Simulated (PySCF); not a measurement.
Fill in the blanks.

Species: C4H11NOSi2.
InChI=1S/C4H11NOSi2/c1-2-3-4(6)8(5)7/h2,8H,1,3,5H2,7H3/t8-/m0/s1

Conformer (atom-mapped SMILES and torsion angles): `[CH2:1]=[CH:2][CH2:3][C:4](=[O:5])[Si@@H:6]([NH2:7])[SiH3:8]`: C1–C2–C3–C4 -105°, C2–C3–C4–O5 -94°, C3–C4–Si6–N7 161°, H–N7–Si6–C4 13°, H–N7–Si6–C4 159°.

```json
{"property": "point group of the GFN2-xTB geometry", "level": "GFN2-xTB", "value": "C1"}
{"property": "rotational constants A, B, C of the GFN2-xTB geometry", "level": "GFN2-xTB", "value": "1.535, 1.204, 0.763 GHz"}
{"property": "dipole moment", "level": "PBE0/pcSseg-1", "value": "?"}
{"property": "HOMO energy", "level": "PBE0/pcSseg-1", "value": "?"}
{"property": "LUMO energy", "level": "PBE0/pcSseg-1", "value": "?"}
{"property": "13C chemical shifts (computed TMS as zero) by class", "level": "GIAO PBE0/pcSseg-1", "value": "?"}
{"property": "1H chemical shifts (computed TMS as zero) by class", "level": "GIAO PBE0/pcSseg-1", "value": "?"}
{"property": "isotropic shieldings of nuclei other than C and H, by class", "level": "GIAO PBE0/pcSseg-1", "value": "271 (1 N), -475 (1 O), 402 (1 Si), 462 (1 Si) ppm"}
```

Gas-phase values; electronic properties from PySCF, density fitting. One conformer (not necessarily the lowest) at the GFN2-xTB geometry, without solvent or vibrations. NMR classes are plain means over equivalent atoms (diastereotopic ones count apart unless rotation or inversion swaps them), as if these changed places fast; in this geometry the members of some classes differ.

**Question.** What are the 13C chemical shifts (computed TMS as zero) by class?

**Answer.** 244.8 (1 C), 141.1 (1 C), 129.8 (1 C), 61.4 (1 C) ppm.

**Question.** What are the 1H chemical shifts (computed TMS as zero) by class?

**Answer.** 5.88 (1 H), 5.60 (1 H), 5.54 (1 H), 5.42 (1 H), 3.76 (1 H), 3.40 (1 H), 3.38 (3 H), 0.08 (2 H) ppm.

**Question.** Give the HOMO energy.

**Answer.** -6.79 eV.

**Question.** What is the dipole moment?

**Answer.** 1.37 D.

**Question.** What is the LUMO energy?

**Answer.** -1.41 eV.

The rotational constants make it an asymmetric top with κ = (2B − A − C)/(A − C) = 0.14, nearer the oblate limit (+1). With B = h/(8π²I), that is 505.379 GHz u Å² over I, the principal moments of inertia are 329.3, 419.6 and 662.2 u Å² (most abundant isotopes); the inertial defect Ic − Ia − Ib is -86.7 u Å² (zero for a rigid planar frame, negative otherwise). The dipole equals about 4.6 × 10⁻³⁰ C·m (1 D = 3.33564 × 10⁻³⁰ C·m).
